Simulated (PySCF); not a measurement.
## ScS₂⁻, singlet: molecular constants

Level of theory: B3LYP/[Sc def2-SVPD, S def2-SVPD], no relativity, density fitting, PySCF.

The structure is a minimum.

```json
{"Point group": "C2v", "Bond lengths": "Sc–S 2.270 Å (×2)", "Bond angles": "S–Sc–S 146.4°", "Heat capacity Cp at 298.15 K": "52.6 J/(mol K)", "Rotational constants": "1.486, 0.0558, 0.05378 cm⁻¹", "Enthalpy at 298.15 K above 0 K": "13.32 kJ/mol", "Rotational symmetry number": "2", "Highest occupied level": "-1.53 eV", "Principal polarisabilities": "95.5, 96.4, 174.0 bohr³", "Entropy at 298.15 K and 1 bar": "291.3 J/(mol K)", "Lowest empty level": "1.15 eV", "Dipole moment about the centre of mass": "4.58 D", "Principal quadrupole moments (Buckingham, traceless) about the centre of mass": "-43.27, 20.78, 22.49 D Å", "Zero-point energy": "6.0 kJ/mol"}
```

Harmonic modes (masses in u: Sc 44.956, S 31.972):
| symmetry | ω (cm⁻¹) | IR (km/mol) | μ (u) | type |
| --- | --- | --- | --- | --- |
| a1 | 73 | 45.7 | 36.80 | bend |
| a1 | 416 | 7.7 | 33.25 | stretch |
| b2 | 511 | 419 | 38.22 | stretch |

In C2v the vibrations span 2a1 + b2. Here b1 is antisymmetric to the molecular plane and b2 lies in it.

Charges (e); Mulliken and Löwdin values are unreliable with diffuse functions:
| atom | Mulliken | Löwdin | polar tensor | Mayer order to Sc1 |
| --- | --- | --- | --- | --- |
| Sc1 | 0.94 | 0.41 | 1.59 | – |
| S2,3 | -0.97 | -0.71 | -1.29 | 1.65 |

Mulliken populations on Sc1: s 6.23, p 12.39, d 1.40, f 0.04.

Formally Sc is in oxidation state +3, d0. A d0 centre has no lone pair, yet it is C2v rather than linear: covalent bonding through the d orbitals favours lower symmetry. The polar-tensor charge on Sc, 1.59, is far below the formal one.

This need not be the most stable arrangement of these atoms. The lowest empty level of this anion is unbound, so it and the gap depend on the basis.

The final relaxation and frequency run took 23 s on 2 threads of a shared Arm Neoverse N1 host, with 88 basis functions and 7 gradients; the process peaked at 0.82 GiB.
